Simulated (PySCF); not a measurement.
# Shapes and spin states of [IrO2]-

These are results of B3LYP/[Ir def2-SVPD with ECP60, O def2-SVPD], scalar-relativistic core potentials, density fitting, no spin–orbit coupling, PySCF, not measurements.

Relaxations began from a few typed shapes and spin states; open shells are unrestricted. The search is not exhaustive: other isomers or separated fragments can lie lower, and high-lying points may rest on an excited occupation.

| spin | group | bonds | angles | imaginary modes (cm⁻¹) | ΔE (kJ/mol) | ΔE with ZPE (kJ/mol) |
| --- | --- | --- | --- | --- | --- | --- |
| singlet | D∞h | Ir–O 1.728 Å (×2) | O–Ir–O 180.0° | none | 0.0 | 0.0 |
| triplet | C2v | Ir–O 1.765 Å (×2) | O–Ir–O 134.3° | none | 139.1 | 138.1 |
| triplet | D∞h | Ir–O 1.793 Å (×2) | O–Ir–O 180.0° | 39i | 152.1 | – |
| quintet | C2v | Ir–O 1.845 Å (×2) | O–Ir–O 136.1° | none | 248.3 | 245.7 |
| quintet | C2v | Ir–O 1.863 Å (×2) | O–Ir–O 156.4° | none | 273.7 | 270.7 |
| quintet | D∞h | Ir–O 1.864 Å (×2) | O–Ir–O 180.0° | 295i, 295i | 287.4 | – |
| triplet | Cs | Ir–O 1.886 Å, O–O 1.326 Å | Ir–O–O 117.2° | none | 471.7 | 470.9 |
| broken-symmetry Ms = 0 (⟨S²⟩ 1.02) | Cs | Ir–O 1.905 Å, O–O 1.315 Å | Ir–O–O 118.8° | none | 482.9 | 482.2 |

The lowest minimum found is the singlet D∞h: Ir–O 1.728 Å (×2); O–Ir–O 180.0°.

Formally Ir is in oxidation state +3, d6, with 0 unpaired electrons (the high-spin count would be 4). The polar-tensor charge on Ir, 0.42, is far below the formal one.

For the lowest minimum: the lowest empty level of this anion is unbound, so it and the gap depend on the basis. With an element this heavy the missing spin–orbit coupling can shift these numbers.

The electron or spin density has lower symmetry than the nuclear frame for the triplet D∞h at 152.1 kJ/mol.
